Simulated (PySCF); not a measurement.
Species: C₂H₇AsP (charge -1).
Atom-mapped SMILES: `[CH3:1][As:2]([CH3:3])[PH-:4]` (hydrogens: H5, H6, H7 on C1; H8, H9, H10 on C3; H11 on P4)

Computed, not measured: PBE0-D3(BJ)/def2-SVP geometry optimisation, gas phase (PySCF).

Question: What internal coordinates does the optimisation give?

Answer: 
| bond | length (Å) |
| --- | --- |
| C1–As2, As2–C3 | 2.000 |
| As2–P4 | 2.267 |
| C1–H5 and 5 like bonds | 1.103 |
| P4–H11 | 1.441 |

Bonds in one row agree within 0.01 Å and their mean is given. A selection of angles:
| angle | degrees |
| --- | --- |
| As2–C1–H5 | 107.8 |
| As2–C1–H6 | 112.0 |
| As2–C1–H7 | 110.3 |
| H5–C1–H6 | 109.3 |
| H5–C1–H7 | 107.9 |
| C1–As2–C3 | 93.0 |
| C1–As2–P4 | 100.9 |
| As2–P4–H11 | 91.4 |

As2 (arsenic bonded to 2 C and P) is pyramidal (angles 101.9°, 100.9° and 93.0°, sum 295.8°, 1.01 Å off the plane of its three neighbours).

Point group: near Cs, missed by 0.10 Å at most; the miss may be what the optimiser left on a soft mode. Whether it is a minimum is left open (no frequencies). The geometry's basis has no diffuse functions, a weakness for an anion. Torsions: C1–As2–P4–H -135°.

One conformer stands for the species.
